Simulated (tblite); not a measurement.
Species: C4H12ClNSi3.
Cartesian coordinates in Å at the GFN2-xTB level; atoms count from 1:
```
atom  x, y, z in Å
C1     3.7606   -1.1825   -0.3396
C2     2.4994   -0.6216    0.0904
C3     1.4515   -0.1508    0.4565
Si4   -0.1837    0.5453    0.9674
C5    -0.2023    2.4187    0.6865
N6    -1.4139   -0.2462   -0.0158
Si7   -2.3143   -1.5674    0.6799
Si8   -1.6329    0.2548   -1.6567
Cl9   -2.9120    1.8030   -1.7199
H10    4.5579   -0.4505   -0.2130
H11    3.9947   -2.0672    0.2520
H12    3.7026   -1.4653   -1.3904
H13   -0.4728    0.2042    2.3646
H14    0.4464    2.9179    1.3994
H15    0.1459    2.6750   -0.3097
H16   -1.2023    2.8267    0.8001
H17   -2.9418   -1.1025    1.9176
H18   -3.3326   -1.9738   -0.2856
H19   -1.3808   -2.6626    0.9525
H20   -2.2186   -0.8360   -2.4238
H21   -0.3599    0.6978   -2.2127
```

All values are computed: GFN2-xTB (tblite) harmonic vibrations without scaling, gas phase. Errors from tens to a few hundred cm⁻¹ against measured bands are possible. Modes of hydrogen on silicon can be 10 to 20 % off. One conformer, not necessarily the lowest. The optimisation stopped once no atom felt more than 0.01 eV/Å.

Lowest wavenumbers of the output (negative numbers stand for imaginary wavenumbers):
```
mode    cm-1
  1     -24.0
  2     -19.7
  3       6.5
  4      29.2
  5      46.1
  6      87.4
  7     100.8
  8     120.2
```

Q: Is this structure a minimum?

A: Not by this Hessian. 1 mode is imaginary beyond 20i (24i cm⁻¹), and 1 more slightly so (19.7i). The curvature is small, so loose convergence or finite differences may be the whole cause.

Q: Which atoms move in the imaginary modes?

A: 24i: H17 (Si–H hydrogen) 31 %, H19 (Si–H hydrogen) 31 %, H18 (Si–H hydrogen) 19 %; 20i: H12 (methyl hydrogen) 34 %, H11 (methyl hydrogen) 33 %, H10 (methyl hydrogen) 32 %. These are shares of the mass-weighted motion.

Q: What is the remedy?

A: Step along such a mode in both directions, optimise again with tighter thresholds and repeat the frequencies. The zero-point energy of this point (87.8 kcal/mol) counts the 55 real modes alone, and thermal corrections from it aren't those of a minimum.

On one thread, Arm Neoverse V1 (aarch64), shared host with 32 logical CPUs at a one-minute load of 27, this took 1.4 s. This covers the Hessian and the dipole derivatives.
